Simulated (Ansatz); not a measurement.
F2HISn (`[F][SnH]([F])[I]`) at its PBE0-D4/def2-TZVP geometry, where that method's forces vanish. Charge 0, multiplicity 1. Sn, I: def2 effective core potential.

```xyz
5

F    -1.8813   -0.0951    0.1194
Sn   -0.0023   -0.0403   -0.1694
F     0.5804   -1.7319    0.4757
I     1.0011    1.8115    1.4054
H     0.3022    0.0559   -1.8312
```

Task: What forces (eV/Å) does r2SCAN-D4/def2-TZVPP give on these atoms in Ansatz 0.2.0? (Estimate.)

Result: Ansatz gave: 
```
F1  -0.115 -0.015  0.024
Sn2  0.063  0.073 -0.100
F3   0.023 -0.107  0.044
I4   0.029  0.055  0.054
H5   0.000 -0.005 -0.023
```
